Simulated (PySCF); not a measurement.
A structure optimised at PBE0-D3(BJ)/def2-TZVP, used in a PySCF frequency run:

```
Ga
N 1 1.8001
H 2 1.0051 1 124.25
H 2 1.0056 3 112.87 1 180.00
H 1 1.5461 2 126.08 3 0.00
Cl 1 2.1481 5 120.27 2 180.00
```

Problem. Write its SMILES, formula and point group.

Solution. [NH2][GaH][Cl], ClGaH3N, Cs

Problem. What are its rotational constants (standard atomic weights)?

Solution. 14.878, 3.3339, 2.7236 GHz
